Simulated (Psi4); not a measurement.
bis(trichlorosilyl)methane (CH₂Cl₆Si₂), singlet, geometry from GFN2-xTB. Base run: PBE0/6-31G* (Psi4 1.11).

Input for Psi4:
```
memory 2 GB

molecule {
0 1
Cl    3.26052000   -0.53738498   -1.13336811
Si    1.60710573    0.23649542   -0.26836104
Cl    2.00035562    0.66527047    1.65976350
Cl    1.07094830    1.91445903   -1.24446984
C     0.22253351   -1.07870862   -0.36950706
Si   -1.54059755   -0.55888706    0.15792715
Cl   -2.29245094    0.75063201   -1.17475212
Cl   -1.52172421    0.27063151    1.99296333
Cl   -2.69199891   -2.21846337    0.18936396
H     0.52408362   -1.93415496    0.23660337
H     0.17355337   -1.44756964   -1.39499878
}

set {
  basis 6-31g*
}

energy('pbe0')
print_variables()
```

Variants of this job, named by their change:

```tsv
change	ΔE vs base (mEh)	SCF cycles	grid points	basis functions
base	0.000	7	228107	171
guess = sadno	0.000	9	228107	171
diis_max_vecs = 3	0.000	11	228107	171
guess = sapgau	0.000	9	228107	171
df_basis_scf = cc-pvtz-jkfit	-0.024	7	228107	171
guess = modhuckel	0.000	9	228107	171
dft_pruning_scheme = robust	0.000	7	154157	171
dft_spherical_points = 974	0.011	7	734136	171
dft_radial_scheme = mura	0.002	7	235092	171
d_convergence = 1e-4	0.000	7	228107	171
d_convergence = 1e-8	0.000	11	228107	171
scf_initial_accelerator = none	0.000	7	228107	171
level_shift = 0.3	0.000	7	228107	171
```
